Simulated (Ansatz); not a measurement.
Te5Pb4. Total charge 0; singlet. Geometry PBE-D4/def2-SVP, basis def2-SVP, Ansatz.

```csv
atom,x (Å),y (Å),z (Å)
Pb1,0.415,-2.447,1.162
Pb2,0.234,-0.810,-2.540
Pb3,2.342,1.085,0.710
Pb4,-2.507,0.442,1.367
Te5,-1.907,2.752,-0.372
Te6,2.624,-1.584,-0.779
Te7,0.234,0.220,2.657
Te8,-1.926,-1.730,-0.677
Te9,0.492,2.073,-1.527
```

```csv
run,HOMO (eV),LUMO (eV)
A,-5.00,-3.04
B,-4.87,-2.85
C,-4.98,-3.35
D,-4.77,-3.07
E,-5.61,-2.47
```

In the def2 sets Pb, Te take a core potential; there is no spin–orbit coupling. The structure comes from a short search, and lower isomers may exist.

Question: The runs used B97M-V, LDA (SPW92), PBE, PBE0, r2SCAN. Estimate which is which.

Answer: A r2SCAN (0 % exact exchange); B B97M-V (0 % exact exchange); C LDA (SPW92) (0 % exact exchange); D PBE (0 % exact exchange); E PBE0 (25 % exact exchange). Exact exchange lowers occupied and raises empty levels; among semilocal functionals meta-GGAs tend to open the gap a little, and such runs are hard to tell apart. The gap grows from 1.63 eV (LDA (SPW92)) to 3.14 eV (PBE0).
